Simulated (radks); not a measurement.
Values are calculated unless marked as measured or tabulated.
Numerical settings for neutral xenon, [Xe]. Level of theory: scalar-relativistic Kohn-Sham, r2SCAN, spin-polarised, spherical densities, finite nucleus; meta-GGA in the generalised Kohn-Sham scheme; Fermi nuclear charge, rms radius 4.7859 fm (a radial shooting solver on a logarithmic mesh with Libxc functionals). The defaults (mesh step 0.008 in ln r, mesh end at 40 bohr or more with all orbitals vanishing there, Anderson mixing 0.5 over 9 steps, residual threshold near 1e-9 with the energy settled to 1e-9 hartree or 1e-11 of itself, here a cap of 82 iterations) give E = -7448.029 hartree and 5p at -8.585 eV in 11 iterations. Run on one thread of a shared host, so times are rough (Arm Neoverse V1): 0.21 s of CPU time, 0.21 s wall, 11 iterations on 2437 mesh points. Changes against that run (0 stands for a change within the tolerance of the run):

setting                     iterations         converged  E (mhartree)  e(5p) (meV)  CPU (s)
mesh step in ln r 0.12               2                no      diverged            -     0.01
mesh step in ln r 0.003             14               yes             0            0     0.63
mesh step in ln r 0.012             10               yes             0      +0.0119     0.13
mesh end (bohr) 8                   11               yes        +0.636        +32.7     0.19
mesh end (bohr) 2                   11  level above zero     +1.87e+04    +9.54e+04     0.16
residual threshold 1e-16            82                no             0      -0.0105      0.7
residual threshold 1e-05            10               yes             0     -0.00685     0.19
mixing 0.01                         18               yes             0            0     0.31
linear mixing, mixing 0.05          82                no          +7.8        -56.2      1.2
linear mixing, mixing 0.8           45                no      diverged            -      0.6
mixing history 3                    11               yes             0     +0.00655      0.2
iteration cap 8                      8                no             0      -0.0279     0.15

Settled on a wrong energy, with an occupied level pushed above zero by the early mesh end: mesh end (bohr) 2 (+18.7 hartree). Apart from these: no run marked as converged misses the energy by more than 1 mhartree. A mesh that ends early acts as a hard wall.
